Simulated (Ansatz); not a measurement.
Consider the formal exchange of groups at a Te–C bond: `O[SiH2]C[TeH]` + `CF` → `FC[TeH]` + `C[SiH2]O`.

Program: Ansatz. Geometries: PBE0-D4/def2-TZVP. ΔE: electronic, gas phase. CCSD(T)/CBS adds triple-zeta CCSD(T) − MP2 to the extrapolated MP2 energy (def2 sets, frozen cores). This one scheme is used for every species. DFT in def2-TZVPP. Elements past krypton have def2 core potentials. For Te outer-core shells are correlated without core-valence functions, which leaves a few kJ/mol of doubt a bond. Each species was taken in one conformer, which may not be the lowest.

`O[SiH2]C[TeH]`:

Cartesian coordinates in Å:
```
O 0.917 -1.399 1.027
Si -0.153 -0.151 1.027
C 0.193 1.009 -0.398
Te 0.187 -0.093 -2.248
H 1.036 -1.830 0.175
H 0.024 0.528 2.335
H -1.562 -0.616 0.889
H 1.203 1.421 -0.329
H -0.512 1.836 -0.485
H -1.334 -0.705 -1.994
```

`CF`:

Cartesian coordinates in Å:
```
C -0.022 0.048 -0.030
F 0.471 -1.041 0.651
H -0.343 -0.268 -1.025
H 0.765 0.801 -0.116
H -0.871 0.460 0.521
```

`FC[TeH]`:

Z-matrix (Å, degrees):
```
C
Te 1 2.145
F 1 1.369 2 113.1
H 1 1.090 2 108.4 3 121.2
H 1 1.091 2 106.4 3 -119.8
H 2 1.657 1 93.1 3 -81.4
```

`C[SiH2]O`:

Cartesian coordinates in Å:
```
C -0.786 -0.691 -0.530
Si 0.163 0.466 0.580
O 1.796 0.363 0.357
H -1.857 -0.624 -0.319
H -0.472 -1.726 -0.374
H -0.639 -0.444 -1.585
H -0.052 0.116 2.005
H -0.308 1.861 0.338
H 2.154 0.680 -0.472
```

```tsv
level	ΔE (kJ/mol)
r2SCAN	5.3
SCS-MP2/def2-QZVPP	17.3
```

Problem. What does CCSD(T)/CBS give? (An estimate is asked.)

Solution. Computed: +16.4 kJ/mol. The listed levels differ from it by -11.1, 0.9 kJ/mol.

Largest T1 diagnostic among the species: 0.011.

From PBE to PBE0 (25 % exact exchange), in def2-TZVPP and without D4, ΔE moves by +4.4 kJ/mol. The D4 term adds +8.4 kJ/mol with B3LYP and +4.6 kJ/mol with PBE0; it sums over pairs of atoms, weighted by their polarisabilities, and B3LYP, whose exchange is more repulsive, gets the larger term.

B3LYP here is the variant with VWN-RPA as its local correlation; programs differ in this.
